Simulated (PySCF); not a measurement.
These compounds are isomers of formula C3H9B.

A. trimethylborane (SMILES CB(C)C)
B. SMILES BCCC
C. `CC(B)C`

Spectrum 1. ¹H NMR (500 MHz, computed): δ 0.88 (s, 9H). ¹³C{¹H} NMR (computed): δ 16.5 (CH3).

Spectrum 2. ¹H NMR (500 MHz, computed): δ 7.38 (br, 2H), 1.42 (d, J = 7.9 Hz, 6H), 0.32 (sept of t, J = 7.9, 2.4 Hz, 1H). ¹³C{¹H} NMR (computed): δ 46.0 (CH), 21.9 (CH3).

Spectrum 3. ¹H NMR (500 MHz, computed): δ 7.79 (br, 2H), 1.62 (m, 2H), 1.61 (m, 2H), 1.02 (m, 3H). ¹³C{¹H} NMR (computed): δ 38.6 (CH2), 24.3 (CH2), 19.0 (CH3).

All values are calculated (PySCF): geometry: PBE0-D3(BJ)/def2-SVP, couplings computed with B3LYP/pcJ-1 (spin–dipole term left out of most H,H and C,H couplings), NMR shieldings at PBE0/pcSseg-1/GIAO. Rapidly exchanging positions averaged, isolated molecule, relativity neglected, one conformer.

δ = σ(ref) − σ, references computed at the same level: TMS for ¹H and ¹³C. Multiplet labels drop J under 1 Hz and among equivalent protons, and merge close values. Unscaled 3J(H,H) run several per cent high. Vicinal couplings that depend on rotamer populations or ring flexing (ring, CH–CH, X–H and H–F types) are those of the one conformer. Couplings to H on boron are left out. Carbons bonded to boron are broad in practice. Shifts are as computed. Against solution values, carbons near 30 ppm lie about +2 ppm off and those near 130 ppm about +5 ppm. Of 1211 compounds with measured shifts, 218 miss one by over three times the rms of a fit or turn the order of signals round; such compounds aren't used in these exercises. Across acyclic CH2–CH2 and CH–CH2 bonds, 3J(H,H) assumes equally populated rotamers.

**Question.** Which spectrum belongs to which compound?

**Answer.** 1–A, 2–C, 3–B.

- Spectrum 1 (A): a single ¹³C signal, at 16.5 ppm (methyl carbon bonded to B); δH 0.88 is the hydrogen on a methyl carbon bonded to B.
- Spectrum 2 (C): 2 ¹³C signals; δC 21.9 is a methyl carbon; δC 46.0 is an sp3 CH bonded to B.
- Spectrum 3 (B): 3 ¹³C signals; δC 24.3 is an sp3 CH2; δC 19.0 is a methyl carbon.
